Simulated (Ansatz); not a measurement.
Mulliken charges of CH3BBrInO, SMILES `Br[B]1O[CH2][InH]1` from ωB97M-V/def2-TZVPP in Ansatz (PBE0-D4/def2-TZVP geometry).

```tsv
atom	x (Å)	y (Å)	z (Å)	charge (e)
Br1	-2.950	-1.010	-0.974	-0.083
B2	-1.212	-0.484	-0.364	0.111
O3	-0.689	0.700	-0.713	-0.166
C4	0.642	0.925	-0.152	-0.352
In5	0.614	-1.068	0.864	0.286
H6	1.332	1.088	-0.982	0.133
H7	0.601	1.830	0.457	0.133
H8	1.662	-1.980	1.863	-0.060
```

By hand: the dipole of these point charges (1 e Å = 4.8032 D).

Σ q r = (0.332, -0.210, 0.278) e Å, of length 0.481 e Å = 2.31 D.

How does the dipole of the full density compare? (Estimate.)

Ansatz gave: (0.517, -0.086, 0.307) e Å, 2.92 D; the point charges give 0.79 times that, at 20° from its direction.

Point charges leave out the atoms' own dipoles, such as those of lone pairs, and Mulliken's split depends on the basis, so the two needn't agree.
